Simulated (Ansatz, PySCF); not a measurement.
C$_{6}$H$_{15}$N$_{2}$, doublet, at a GFN2-xTB geometry. Base run: PySCF with CCSD(T)/STO-3G.

PySCF was given this input:
```python
from pyscf import gto, scf, cc

mol = gto.Mole()
mol.atom = '''
    C     1.516737   -1.178411   -0.516521
    N     1.574715    0.234180   -0.253447
    C     2.900330    0.798488   -0.266136
    C     0.654582    0.791255    0.624930
    C    -0.571201    0.077038    1.038995
    N    -1.450813   -0.326820   -0.078988
    C    -1.884219    0.816947   -0.851584
    C    -2.579629   -1.092958    0.399411
    H     2.091792   -1.391572   -1.419108
    H     1.934373   -1.777391    0.305432
    H     0.478837   -1.460833   -0.677663
    H     2.838552    1.877378   -0.137115
    H     3.536474    0.390383    0.532269
    H     3.374404    0.584407   -1.225744
    H     0.693976    1.865221    0.694668
    H    -0.316612   -0.855101    1.561071
    H    -1.122145    0.720650    1.746475
    H    -2.508867    1.511989   -0.266889
    H    -2.458795    0.471117   -1.710419
    H    -1.004616    1.350341   -1.207038
    H    -3.175465   -1.419783   -0.452720
    H    -3.229522   -0.517965    1.079768
    H    -2.219300   -1.974521    0.929490
'''
mol.basis = 'sto-3g'
mol.charge = 0
mol.spin = 1
mol.verbose = 4
mol.build()

mf = scf.UHF(mol)
mf.kernel()

mycc = cc.CCSD(mf)
mycc.kernel()
et = mycc.ccsd_t()
print('E(CCSD(T)) = %.10f' % (mycc.e_tot + et))
```

The same geometry, method and basis name were run in Ansatz (a program for electronic structure) and PySCF, at each program's defaults and at the settings that a row names. The base is PySCF at its defaults. Differences at the defaults can come from grids, fitting, cores and function types together.

```
code and settings                                                                 ΔE vs base (mEh)  basis functions      E (Eh)  SCF cycles  SCF-reference dipole (D)
--------------------------------------------------------------------------------  ----------------  ---------------  ----------  ----------  ------------------------
PySCF, defaults (exact integrals, spherical functions, all electrons correlated)             0.000               55  -341.11143          12                      0.72
Ansatz, defaults (factorised integrals, spherical functions, frozen core)                    3.052               55  -341.10838           -                         -
PySCF, frozen core                                                                           2.996               55  -341.10844          12                      0.72
Ansatz, high accuracy, frozen core                                                           2.996               55  -341.10844           -                         -
```

Open shells are given as the SCF converged; they aren't shown to be the lowest states, and a large step between rows can be another state.
